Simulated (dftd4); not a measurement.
C6H17N2Si (SMILES [CH2]N(C)[Si](C)(C)N(C)C), doublet, geometry from GFN2-xTB; D4 for r2scan in dftd4.

dftd4 was given this input:
```
$ dftd4 mol.xyz --func r2scan --charge 0 --json dftd4.json --noedisp

# file mol.xyz
26

C      1.99887438    -0.61218076     1.37139300
N      1.48294444    -0.38219226     0.11488031
C      2.04995965    -1.19998637    -0.92944207
Si     0.02714990     0.54394975    -0.15100651
C      0.04820866     2.01963820     1.06406001
C      0.01045961     1.17919464    -1.94258698
N     -1.33611801    -0.51418323     0.04241076
C     -1.38637030    -1.45533507     1.13798841
C     -2.65189915    -0.18620246    -0.45382524
H      2.95664962    -1.09163137     1.44211142
H      1.66774144     0.02183304     2.16694541
H      3.14005493    -1.12252022    -0.91465306
H      1.68482833    -0.87041363    -1.89690331
H      1.78155481    -2.25226099    -0.79518138
H     -0.16149612     1.69578935     2.07906960
H     -0.71320111     2.74656154     0.79638251
H      1.00376421     2.53414806     1.07383447
H      0.98981603     1.53612881    -2.24233483
H     -0.67693505     2.01192047    -2.04285046
H     -0.29889907     0.41359588    -2.64592100
H     -1.95552556    -1.05887956     1.98759555
H     -1.86722027    -2.38135009     0.80943512
H     -0.37680172    -1.67954212     1.47205105
H     -2.56622130     0.48791792    -1.30014908
H     -3.16320212    -1.09726262    -0.77777079
H     -3.26818774     0.29452810     0.31586946
```

What the program printed (banner, timings and long lists left out):

```
                    ____  _____ _____     ____  _  _
      -------------|  _ \|  ___|_   _|---|  _ \| || |------------
     |             | | | | |_    | | ___ | | | | || |_           |
     |             | |_| |  _|   | ||___|| |_| |__   _|          |
     |             |____/|_|     |_|     |____/   |_|            |
     |             ===================================           |
     |            E. Caldeweyher, S. Ehlert & S. Grimme          |
     |          Mulliken Center for Theoretical Chemistry        |
     |                    University of Bonn                     |
      -----------------------------------------------------------

Rational (Becke-Johnson) damping: r2scan-D4-ATM
---------------------
  s6         1.0000
  s8         0.6019
  s9         1.0000
  a1         0.5156
  a2         5.7734
 alp        16.0000
--------------------

Dispersion energy:      -7.6939710397422E-03 Eh

[Info] JSON dump of results written to 'dftd4.json'
```
